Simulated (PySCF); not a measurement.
## Worked example: chemical shift, span and skew from a shielding tensor

C5H10O, SMILES CC1(CO)CC1. Atoms are numbered in the order given.

```xyz
16

C     -1.1005    -1.5891     0.0000
C     -0.1487    -0.4111     0.0000
C     -0.8625     0.9275     0.0000
O      0.0762     1.9825     0.0000
C      1.1500    -0.5258    -0.7560
C      1.1500    -0.5258     0.7560
H     -1.7508    -1.5786    -0.8917
H     -1.7508    -1.5786     0.8917
H     -0.5503    -2.5422     0.0000
H     -1.5219     0.9754    -0.8926
H     -1.5219     0.9754     0.8926
H     -0.4026     2.8191     0.0000
H      1.5242     0.3729    -1.2515
H      1.3553    -1.4652    -1.2781
H      1.3553    -1.4652     1.2781
H      1.5242     0.3729     1.2515
```

Coordinates come from a B3LYP-D3(BJ)/def2-SVP optimisation. One conformer was computed; it need not be the lowest.

GIAO shieldings from PBE/pcSseg-1 (PySCF), non-relativistic, no solvent. The symmetric part of the tensor of C1 has the principal values 135.2, 146.1, 186.0 ppm. The same nucleus in TMS has σ = 182.0 ppm at this level (PySCF, at its B3LYP-D3(BJ)/def2-TZVP geometry).

Q: Work out the isotropic shielding, the ¹³C shift against TMS, the span and the skew.

A: 
σ(iso) = (σ11 + σ22 + σ33)/3 = 155.8 ppm. δ = σ(ref) − σ(iso) = 182.0 − (155.8) = 26.2 ppm.
Span Ω = σ33 − σ11 = 50.8 ppm. Skew κ = 3(σ(iso) − σ22)/Ω = 0.57. Tumbling in solution averages the tensor to δ; in a static solid the shielding alone would spread this spin-1/2 line over Ω.
